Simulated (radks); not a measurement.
Values are calculated unless marked as measured or tabulated.
Charge is removed step by step from the 2s down level of Ge22+, starting from [He] 2s(up 1, down 1) 2p6. Level of theory: scalar-relativistic Kohn-Sham, PBE, spin-polarised, spherical densities, finite nucleus; Fermi nuclear charge, rms radius 4.0742 fm (a radial shooting solver on a logarithmic mesh with Libxc functionals).

removed (e),E - E(0) (eV),eigenvalue (eV),E minus straight line (eV)
0,0.000,-2292.9,0.000
0.1,229.79,-2303.4,-4.732
0.2,460.62,-2314.0,-8.411
0.3,692.51,-2324.5,-11.037
0.4,925.46,-2335.0,-12.611
0.5,1159.5,-2345.5,-13.133
0.6,1394.5,-2356.0,-12.604
0.7,1630.6,-2366.5,-11.026
0.8,1867.7,-2377.0,-8.398
0.9,2105.9,-2387.4,-4.722
1,2345.2,-2397.9,0.000

Removing the whole electron costs 2345.2 eV by Delta-SCF, against 2292.9 eV from minus the eigenvalue at the starting occupation. Slater's transition state (half an electron removed) gives 2345.5 eV. Integrating minus the eigenvalue over the occupation (Janak's theorem) gives 2345.5 eV. In this scalar-relativistic scheme the density is built from large components alone, so the theorem holds only approximately. The mean slope of the eigenvalue, de/dn, is 105 eV per electron.
